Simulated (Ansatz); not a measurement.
Zn2Se2⁻, relaxed as a quartet with UKS PBE-D4/def2-SVPD in Ansatz, starting from the PBE-D4/def2-SVPD geometry of the charge -1 doublet. Force threshold 0.02 eV/Å.

The highest occupied level of the charge -1 quartet lies above zero (up to 0.28 eV). It is a level of α spin, whose loss leaves a triplet; that state wasn't run at this geometry and level. The electron is either unbound and held by the finite basis, or the level is raised by self-interaction error. The relaxation made no stability test and no search for a lower SCF solution. At PBE-D4/def2-SVPD a doublet of charge -1 lies 1.73 eV below the quartet, each at its own geometry. The structure comes from a short search, and lower isomers may exist.

Start:

Cartesian coordinates in Å:
```
Zn 0.1251 1.3368 0.0678
Zn -0.1249 -1.3365 -0.0680
Se -0.0151 -0.0993 1.9862
Se 0.0149 0.0991 -1.9860
```

**Question.** Estimate the energy that the relaxation releases and the steps that it takes.

**Answer.** 9.8 kcal/mol, in 13 steps; 17 s on 4 threads of Intel Xeon 6975P-C on a shared host. The force fell under the threshold at step 4, but the optimiser went on and released 0.195 eV more. No frequencies were taken in this run, so the end may be a saddle point.

**Question.** Does the start keep its bonding and symmetry?

**Answer.** By distances, no bond broke or formed. The bond that changes most is Zn2–Se4, from 2.40 to 2.49 Å (atoms count from 1). Point group D2h at the start, C2v at the end, both within 0.05 Å.

**Question.** Predict the relaxed structure.

**Answer.** 
Cartesian coordinates in Å:
```
Zn 0.5563 1.5414 0.0812
Zn 0.2609 -1.6180 -0.0789
Se -0.4216 -0.0482 1.7275
Se -0.3957 0.1247 -1.7298
```
Bond lengths (bridged metal pairs left out): 4 × Se–Zn 2.49 Å.
